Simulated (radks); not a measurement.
The aluminium ion Al2+, 11 electrons, occupied as [Ne] 3s0.5 3p0.5 (fractional occupations, a model configuration). All-electron calculation, scalar-relativistic Kohn-Sham, SCAN, spin-polarised, spherical densities, finite nucleus; open shells are filled with parallel spins first; meta-GGA in the generalised Kohn-Sham scheme; Fermi nuclear charge, rms radius 3.061 fm. Program: a radial shooting solver on a logarithmic mesh with Libxc functionals. Some entries of the table are withheld. Estimate them.

orbital,occ.,eigenvalue (hartree),r(max) (bohr)
1s up,1,(1),0.07838
1s down,1,(2),0.07838
2s up,1,-4.89407,0.4951
2s down,1,-4.89039,0.4955
2p up,3,-3.41254,0.4289
2p down,3,-3.40501,0.4292
3s up,0.5,-0.91702,1.930
3p up,0.5,-0.66269,(3)

Answer. 
(1) 1s up eigenvalue (hartree): -56.71421
(2) 1s down eigenvalue (hartree): -56.70895
(3) 3p up r(max) (bohr): 2.184
